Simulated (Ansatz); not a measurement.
C$_{3}$H$_{7}$Cl$_{2}$Ga (SMILES C[CH](C)[Ga]([Cl])[Cl]), singlet, at a GFN2-xTB geometry (such geometries of metal compounds can be far from the true shape); PBE0/def2-TZVP (Ansatz, a first-principles code).

Input for Ansatz:
Ansatz 0.2 input:
```yaml
crystal:
  periodic: [false, false, false]
  atoms:
    - {symbol: Ga, position_ang: [0.11194532, 0.02634401, 0.27091120]}
    - {symbol: Cl, position_ang: [-0.25914187, -1.54117112, 1.64055263]}
    - {symbol: Cl, position_ang: [0.35662397, 1.92950552, 1.16045196]}
    - {symbol: C, position_ang: [0.24724647, -0.28069980, -1.80321611]}
    - {symbol: C, position_ang: [-0.26072744, 0.96026768, -2.52942714]}
    - {symbol: C, position_ang: [-0.51428293, -1.54820976, -2.17330555]}
    - {symbol: H, position_ang: [1.31112859, -0.41934238, -2.03428516]}
    - {symbol: H, position_ang: [-0.09211246, 0.86397685, -3.60266354]}
    - {symbol: H, position_ang: [-1.32918053, 1.09993498, -2.35995494]}
    - {symbol: H, position_ang: [0.26225560, 1.85225514, -2.17902098]}
    - {symbol: H, position_ang: [-0.15966212, -2.39639951, -1.58467690]}
    - {symbol: H, position_ang: [-0.37062366, -1.77958101, -3.22940418]}
    - {symbol: H, position_ang: [-1.58272303, -1.42734215, -1.98962671]}
basis:
  gaussian:
    orbitals: def2-TZVP
hamiltonian:
  xc: pbe0
```

The log (banner, timings and long lists left out):

```
Functional definition: PBE0
1797 factors; their error is unknown
mean field evaluation 1: about -80623.1622 eV, gradient 7.1e1 eV
mean field evaluation 2: about -80610.5706 eV, gradient 1.0e2 eV
mean field evaluation 4: about -80634.4865 eV, gradient 5.5e0 eV
mean field evaluation 8: about -80634.5451 eV, gradient 1.7e-1 eV
mean field evaluation 16: about -80634.7860 eV, gradient 2.7e-4 eV
mean field -80634.78599726 eV, -2963.2737291782 hartree, gradient 5.9e-5 eV, S^2 0.000000; 0 other end points of the search recorded, 0 dependent functions left out
reference -80634.78603333 eV, -2963.2737305037 hartree; 45, 45 occupied and 212, 212 virtual orbitals, 1797 factors
Total energy: -80634.78603333 eV, -2963.2737305037 hartree
```
